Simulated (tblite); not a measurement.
Compound: C4H8GeS.
Geometry (GFN2-xTB, Å), atoms numbered from 1 in this order:
```xyz
14
C4H8GeS angstrom
C     -2.7622   -0.1079    1.0534
C     -1.6836    0.2979    0.1813
C     -0.8046    0.6348   -0.5737
Ge     0.6639    1.1794   -1.6464
S      2.4182    1.5536   -0.3546
C      2.4821   -0.0607    0.4954
H     -2.3676   -0.6770    1.8949
H     -3.4697   -0.7296    0.5054
H     -3.2816    0.7712    1.4333
H      0.3393    2.4456   -2.3832
H      0.9466    0.0643   -2.6286
H      2.6860   -0.8513   -0.2214
H      1.5413   -0.2441    1.0073
H      3.2913    0.0032    1.2147
```

Computed with GFN2-xTB (tblite): harmonic, unscaled wavenumbers at the GFN2-xTB geometry, gas phase. Against measured fundamentals such values can be off by several per cent, at times by over 20. Modes of hydrogen on germanium can be 10 to 20 % off. One conformer, not necessarily the lowest. The optimisation stopped once no atom felt more than 0.01 eV/Å.

Lowest wavenumbers of the output (negative numbers stand for imaginary wavenumbers):
```
mode    cm-1
  1     -28.3
  2      38.5
  3      62.8
  4     108.8
  5     137.7
  6     156.0
  7     219.1
  8     308.0
```

Is this structure a minimum?

Not by this Hessian. 1 mode is imaginary beyond 20i (28i cm⁻¹), so at this level the point lies at or near a first-order saddle. The curvature is small, so loose convergence or finite differences may be the whole cause.

Which atoms move in the imaginary mode?

28i: H9 (methyl hydrogen) 33 %, H8 (methyl hydrogen) 33 %, H7 (methyl hydrogen) 33 %. These are shares of the mass-weighted motion.

What is the remedy?

Step along that mode in both directions, optimise again with tighter thresholds and repeat the frequencies. The zero-point energy of this point (61.7 kcal/mol) counts the 35 real modes alone, and thermal corrections from it aren't those of a minimum.
